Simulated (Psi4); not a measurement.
HCu, singlet, geometry from GFN2-xTB (such geometries of metal compounds can be far from the true shape); M06-2X/def2-SVP in Psi4.

Input for Psi4:
```
memory 2 GB

molecule mol {
0 1
  Cu   -0.000000   -0.000000   -0.047474
  H     0.000000    0.000000    1.376745
}

set basis def2-svp
set reference rks
set basis_guess sto-3g

energy('m06-2x')
print_variables()
```

It wrote (shortened):

```
  //>>>>>>>>>>>>>>>>>>>>>>>>>>>>>>>>>>>//
  //      Guess SCF, STO-3G Basis      //
  //<<<<<<<<<<<<<<<<<<<<<<<<<<<<<<<<<<<//

   => Loading Basis Set <=

    Name: STO-3G
    Role: ORBITAL
    Keyword: BASIS

         ---------------------------------------------------------
                           SCF Castup computation
         ---------------------------------------------------------
                                   SCF
               by Justin Turney, Rob Parrish, Andy Simmonett
                          and Daniel G. A. Smith
                              RKS Reference
         ---------------------------------------------------------

  ==> Geometry <==

    Molecular point group: c2v
    Full point group: C_inf_v

    Geometry (in Angstrom), charge = 0, multiplicity = 1:

       Center              X                  Y                   Z               Mass
    ------------   -----------------  -----------------  -----------------  -----------------
         CU           0.000000000000     0.000000000000    -0.022449506061    62.929597720000
         H            0.000000000000     0.000000000000     1.401769493939     1.007825032230

  Running in c2v symmetry.

  Rotational constants: A = ************  B =      8.37834  C =      8.37834 [cm^-1]
  Rotational constants: A = ************  B = 251176.31151  C = 251176.31151 [MHz]
  Nuclear repulsion =   10.775125952841522

  Charge       = 0
  Multiplicity = 1
  Electrons    = 30
  Nalpha       = 15
  Nbeta        = 15

  ==> Algorithm <==

  SCF Algorithm Type is DF.
  DIIS enabled.
  MOM disabled.
  Fractional occupation disabled.
  Guess Type is SAD.
  Energy threshold   = 1.00e-06
  Density threshold  = 1.00e-06
  Integral threshold = 1.00e-12

  ==> Primary Basis <==

  Basis Set: STO-3G
    Blend: STO-3G
    Number of shells: 9
    Number of basis functions: 19
    Number of Cartesian functions: 20
    Spherical Harmonics?: true
    Max angular momentum: 2

  ==> DFT Potential <==

   => LibXC <=

    Version 7.1.2
    S. Lehtola, C. Steigemann, M. J. T. Oliveira, and M. A. L. Marques,  SoftwareX 7, 1–5 (2018) (10.1016/j.softx.2017.11.002)

   => Composite Functional: M06-2X <=

    Hybrid M06-2X Meta-GGA XC Functional  (10.1007/s00214-007-0310-x)
    Y. Zhao and D. G. Truhlar,  Theor. Chem. Acc., 120, 215, 2008

    Deriv               =              1
    GGA                 =           TRUE
    Meta                =           TRUE

    Exchange Hybrid     =           TRUE
    MP2 Hybrid          =          FALSE

   => Exchange Functionals <=

    1.0000   XC_HYB_MGGA_X_M06_2X

   => Exact (HF) Exchange <=

    0.5400               HF

   => Correlation Functionals <=

    1.0000   XC_MGGA_C_M06_2X

   => LibXC Density Thresholds  <==

    XC_MGGA_C_M06_2X:  1.00E-12
    XC_HYB_MGGA_X_M06_2X:  1.00E-15

   => Molecular Quadrature <=

    Radial Scheme          =       TREUTLER
    Pruning Scheme         =           NONE
    Nuclear Scheme         =       TREUTLER

    Blocking Scheme        =         OCTREE
    BS radius alpha        =              1
    Pruning alpha          =              1
    Radial Points          =             75
    Spherical Points       =            302
    Total Points           =          41979
    Total Blocks           =            375
    Max Points             =            254
    Max Functions          =             19
    Weights Tolerance      =       1.00E-15

   => Loading Basis Set <=

    Name: (STO-3G AUX)
    Role: JKFIT
    Keyword: DF_BASIS_SCF

  ==> Integral Setup <==

  SCF_SUBTYPE=INCORE selected. In-core MEM_DF algorithm will be used.
  Using in-core AOs.

  ==> MemDFJK: Density-Fitted J/K Matrices <==

    J tasked:                   Yes
    K tasked:                   Yes
    wK tasked:                   No
    Algorithm:                 Core
    Schwarz Cutoff:           1E-12
    Mask sparsity (%):       0.0000
    Fitting Condition:        1E-10

   => Auxiliary Basis Set <=

  Basis Set: (STO-3G AUX)
[...]
  @DF-RKS Final Energy: -1622.00693315878038
    Total Energy =                      -1622.0069331587803845
[...]
    Number of shells: 64
    Number of basis functions: 282
    Number of Cartesian functions: 397
    Spherical Harmonics?: true
    Max angular momentum: 6

  Minimum eigenvalue in the overlap matrix is 6.2828082235E-02.
  Reciprocal condition number of the overlap matrix is 2.0703120264E-02.
    Using symmetric orthogonalization.

  ==> Pre-Iterations <==

  SCF Guess: Orbitals guess was supplied from a previous computation.

   -------------------------
    Irrep   Nso     Nmo
   -------------------------
     A1        17      17
     A2         3       3
     B1         8       8
     B2         8       8
   -------------------------
    Total      36      36
   -------------------------

  ==> Iterations <==

                           Total Energy        Delta E     RMS |[F,P]|

   @DF-RKS iter   0: -1639.48416698771871   -1.63948e+03   5.78079e-02
    Occupation by irrep:
             A1    A2    B1    B2
    DOCC [     8,    1,    3,    3 ]
    NA   [     8,    1,    3,    3 ]
    NB   [     8,    1,    3,    3 ]

   @DF-RKS iter   1: -1640.06183302930731   -5.77666e-01   3.43990e-02 DIIS/ADIIS
   @DF-RKS iter   2: -1639.80508373053954    2.56749e-01   7.73433e-02 DIIS/ADIIS
   @DF-RKS iter   3: -1640.69804115521038   -8.92957e-01   2.41078e-02 DIIS/ADIIS
   @DF-RKS iter   4: -1640.77784688180873   -7.98057e-02   5.35921e-03 DIIS/ADIIS
   @DF-RKS iter   5: -1640.78168737256465   -3.84049e-03   4.13552e-03 DIIS/ADIIS
   @DF-RKS iter   6: -1640.78438916530786   -2.70179e-03   4.10449e-04 DIIS/ADIIS
   @DF-RKS iter   7: -1640.78450356050826   -1.14395e-04   6.35233e-04 DIIS/ADIIS
   @DF-RKS iter   8: -1640.78456041822938   -5.68577e-05   8.88919e-05 DIIS
   @DF-RKS iter   9: -1640.78456505848158   -4.64025e-06   3.47671e-05 DIIS
   @DF-RKS iter  10: -1640.78456524657850   -1.88097e-07   3.19969e-06 DIIS
   @DF-RKS iter  11: -1640.78456524834701   -1.76851e-09   6.50597e-07 DIIS
  Energy and wave function converged.

  ==> Post-Iterations <==

   Electrons on quadrature grid:
      Ntotal   =   29.9999990088 ; deviation = -9.912e-07

    Orbital Energies [Eh]
    ---------------------

    Doubly Occupied:

[...]
    Virtual:

[...]
    Final Occupation by Irrep:
             A1    A2    B1    B2
    DOCC [     8,    1,    3,    3 ]
    NA   [     8,    1,    3,    3 ]
    NB   [     8,    1,    3,    3 ]

  @DF-RKS Final Energy: -1640.78456524834701

   => Energetics <=

    Nuclear Repulsion Energy =             10.7751259528415222
    One-Electron Energy =               -2310.0128825912120192
    Two-Electron Energy =                 690.3716898202784478
    DFT Exchange-Correlation Energy =     -31.9184984302546901
    Empirical Dispersion Energy =           0.0000000000000000
    VV10 Nonlocal Energy =                  0.0000000000000000
    Total Energy =                      -1640.7845652483470076

Computation Completed

Properties will be evaluated at   0.000000,   0.000000,   0.000000 [a0]

Properties computed using the SCF density matrix

 Multipole Moments:

 ------------------------------------------------------------------------------------
     Multipole            Electronic (a.u.)      Nuclear  (a.u.)        Total (a.u.)
 ------------------------------------------------------------------------------------

 L = 1.  Multiply by 2.5417464519 to convert [e a0] to [Debye]
 Dipole X            :          0.0000000            0.0000000            0.0000000
 Dipole Y            :          0.0000000            0.0000000            0.0000000
 Dipole Z            :         -2.5923841            1.4186813           -1.1737028
 Magnitude           :                                                    1.1737028

 ------------------------------------------------------------------------------------

  Variable Map:
  ----------------------------------------------------------------------------
[...]
  Array Variable Map:
  ----------------------------------------------------------------------------
[...]
[...]
```
